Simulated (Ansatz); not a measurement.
Program: Ansatz. Geometries: PBE0-D4/def2-TZVP. ΔE: electronic, gas phase. CCSD(T)/CBS adds triple-zeta CCSD(T) − MP2 to the extrapolated MP2 energy (def2 sets, frozen cores). Elements past krypton have def2 core potentials. For Sn outer-core shells are correlated without core-valence functions, which leaves a few kJ/mol of doubt a bond. Each species was taken in one conformer, which may not be the lowest.

Reaction (ligand exchange at the Si–O bond): `[F][Al]([F])[O][SiH3]` + `[OH][SnH2][Cl]` → `[SiH3][O][SnH2][Cl]` + `[OH][Al]([F])[F]`

| species | HF/def2-QZVPP energy (Eh) |
| --- | --- |
| `[F][Al]([F])[O][SiH3]` | -806.78910 |
| `[OH][SnH2][Cl]` | -749.58086 |
| `[SiH3][O][SnH2][Cl]` | -1039.74566 |
| `[OH][Al]([F])[F]` | -516.62033 |

(1) Work out ΔE.

Largest T1 diagnostic among the species: 0.013.

Results:

(1) ΔE = (-1039.74566) + (-516.62033) − (-806.78910) − (-749.58086) = 0.00397 Eh = +10.4 kJ/mol. CCSD(T)/CBS gives +2.7 kJ/mol.

In def2-TZVPP, CCSD(T) changes the Hartree–Fock value by −6.6 kJ/mol (the triples alone add −1.2 kJ/mol) and MP2 by −7.6 kJ/mol. The D4 term adds −4.3 kJ/mol with B3LYP and −2.5 kJ/mol with PBE0; it sums over pairs of atoms, weighted by their polarisabilities, and B3LYP, whose exchange is more repulsive, gets the larger term. Leaving LDA and LC-ωPBE aside and taking each functional with its dispersion term where it has one, the values, not all of them listed here, spread over 3.5 kJ/mol, from revPBE-D4 to B2PLYP.

B3LYP here is the variant with VWN-RPA as its local correlation; programs differ in this.
